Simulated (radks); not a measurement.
Values are calculated unless marked as measured or tabulated.
The thulium ion Tm3+, 66 electrons, occupied as [Xe] 4f12.

Code: a radial shooting solver on a logarithmic mesh with Libxc functionals. Model: scalar-relativistic Kohn-Sham, PBE, spin-unpolarised, spherical densities, point nucleus.

Energy parts (eV):
| part | energy |
|---|---|
| total | -369144.67 |
| kinetic | 401301.10 |
| electron-nucleus | -905198.93 |
| Hartree | 142483.90 |
| exchange-correlation | -7730.74 |

Orbitals (lengths in bohr, moments of r in powers of bohr; <r^-3> diverges for s and p1/2):
orbital  occ.  eigenvalue (eV)   <1/r>  <r^-3>
1s          2        -59324.99   79.11       -
2s          2        -10036.90   18.43       -
2p          6        -8864.937   16.97   15130
3s          2        -2282.306   6.802       -
3p          6        -1927.499   6.342    3280
3d         10        -1489.758   6.009   433.2
4s          2        -476.7496   2.875       -
4p          6        -360.0776   2.628   743.7
4d         10        -205.1909   2.324   82.75
5s          2         -83.8663   1.098       -
5p          6         -56.2397  0.9232   98.77
4f         12         -35.7405   1.750   12.12
5d          0         -25.0253  0.6158   5.382
6s          0         -23.9587  0.4362       -
6p          0         -17.8761  0.3664   16.66

The highest occupied level is 4f at -35.740 eV. The density falls to 0.001 e/bohr^3 at r = 3.11 bohr. Summed over all electrons, <r^2> = 32.79 bohr^2, which gives a Langevin (diamagnetic) susceptibility term of -26 x 10^-6 cm^3/mol.
